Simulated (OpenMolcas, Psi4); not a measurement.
**How basis sets differ on GeH2Cl2 (dichlorogermane)**

GeH2Cl2: 5 atoms, total charge 0, spin state singlet. SMILES: `[Cl][GeH2][Cl]`. The shape is that of a PBE0-D4/def2-TZVP optimisation.

Quantity: the HOMO–LUMO gap, in eV. The values are calculated.

| level | kind | program | value (eV) | CPU time |
| --- | --- | --- | --- | --- |
| HF/STO-3G | Hartree–Fock | OpenMolcas | 17.99 | 3.4 s |
| HF/3-21G | Hartree–Fock | OpenMolcas | 15.17 | 4 s |
| HF/ANO-S-VDZP (RICD fitting) | Hartree–Fock | OpenMolcas | 14.66 | 5.5 s |
| HF/def2-SVP (density fitting) | Hartree–Fock | Psi4 | 15.70 | 1.7 s |
| HF/def2-SVPD | Hartree–Fock | OpenMolcas | 14.17 | 26 s |

All-electron rows without a relativistic Hamiltonian named are non-relativistic. The values span 14.17 to 17.99 eV. A Hartree–Fock LUMO above zero doesn't converge with the basis: it sinks as sets grow more diffuse. Orbital gaps aren't excitation energies. Times are those of the runs behind each value, whatever else they computed, on shared processors of several kinds: orders of magnitude only.
